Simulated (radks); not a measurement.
All-electron atom: Xe14+ in [Kr] 4d4. Calculated with a radial shooting solver on a logarithmic mesh with Libxc functionals: Dirac Kohn-Sham, PBEsol, spin-unpolarised, spherical densities, finite nucleus; open shells are shared between the two j in proportion to 2j + 1; Fermi nuclear charge, rms radius 4.7859 fm.

Radial electron density D(r) = 4 pi r^2 rho(r):

r (bohr)  D(r) (e/bohr)
0.001535          4.387
0.001983          6.692
0.002562          10.06
0.003309          14.86
0.00424           21.20
0.005477          29.71
0.007075          40.05
0.00914           51.41
0.01171           61.75
0.01513           69.29
0.01954           71.38
0.02525           67.95
0.03235           63.15
0.04179           63.64
0.05398           73.87
0.06973           87.41
0.08936           89.79
0.1154            76.32
0.1491            64.14
0.1926            69.88
0.2468            75.96
0.3188            57.71
0.4118            30.74
0.532             23.15
0.6817            23.50
0.8806            14.57
1.138             4.389
1.469            0.5871
1.883           0.03377
2.432         0.0005522

D(r) has 4 maxima, at r = 0.0188, 0.0818, 0.237, 0.629 bohr, and minima at 0.0365, 0.155, 0.519 bohr, inside which lie 2.02, 11.12, 29.26 electrons.
